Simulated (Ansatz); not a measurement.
`BCS[SiH2]C`. The species carries charge 0 and has multiplicity 1. The geometry is a stationary point of PBE0-D4/def2-TZVP. It is one conformer, not always the lowest.

```xyz
14

B    -0.549    2.894    0.162
C    -0.507    1.347    0.040
S     0.410    0.499    1.360
Si    0.088   -1.530    0.795
C     0.883   -1.972   -0.837
H     0.052    3.490    1.005
H    -1.200    3.499   -0.642
H    -1.535    0.966   -0.026
H    -0.064    1.131   -0.944
H    -1.379   -1.785    0.708
H     0.666   -2.336    1.902
H     0.471   -1.373   -1.653
H     1.961   -1.805   -0.798
H     0.703   -3.024   -1.072
```

**Question.** What is the dipole moment at PBE/def2-TZVPP? (Estimate.)

**Answer.** The calculation gave: 2.00 D, with components (-0.40, -0.53, -1.89) D in this frame, pointing from negative to positive charge.

**Question.** And with r2SCAN, B3LYP, ωB97M-V? (Best estimate.)

**Answer.** Ansatz gave: r2SCAN 2.08 D, B3LYP 1.98 D, ωB97M-V 1.99 D.

**Question.** Give the Mulliken charges with PBE, r2SCAN, ωB97M-V in def2-TZVPP. (An estimate is asked.)

**Answer.** The calculation gave: 
```json
{"atom": "B1", "PBE": "-0.09", "r2SCAN": "-0.03", "ωB97M-V": "-0.20"}
{"atom": "C2", "PBE": "-0.10", "r2SCAN": "-0.05", "ωB97M-V": "-0.19"}
{"atom": "S3", "PBE": "-0.21", "r2SCAN": "-0.25", "ωB97M-V": "-0.17"}
{"atom": "Si4", "PBE": "0.27", "r2SCAN": "0.35", "ωB97M-V": "0.25"}
{"atom": "C5", "PBE": "-0.36", "r2SCAN": "-0.29", "ωB97M-V": "-0.44"}
{"atom": "H6", "PBE": "0.04", "r2SCAN": "0.02", "ωB97M-V": "0.09"}
{"atom": "H7", "PBE": "0.03", "r2SCAN": "0.01", "ωB97M-V": "0.08"}
{"atom": "H8", "PBE": "0.12", "r2SCAN": "0.09", "ωB97M-V": "0.14"}
{"atom": "H9", "PBE": "0.11", "r2SCAN": "0.08", "ωB97M-V": "0.13"}
{"atom": "H10", "PBE": "-0.07", "r2SCAN": "-0.08", "ωB97M-V": "-0.04"}
{"atom": "H11", "PBE": "-0.06", "r2SCAN": "-0.08", "ωB97M-V": "-0.02"}
{"atom": "H12", "PBE": "0.10", "r2SCAN": "0.07", "ωB97M-V": "0.11"}
{"atom": "H13", "PBE": "0.11", "r2SCAN": "0.09", "ωB97M-V": "0.13"}
{"atom": "H14", "PBE": "0.11", "r2SCAN": "0.08", "ωB97M-V": "0.12"}
```

B3LYP here is the variant with VWN-RPA as its local correlation; programs differ in this.
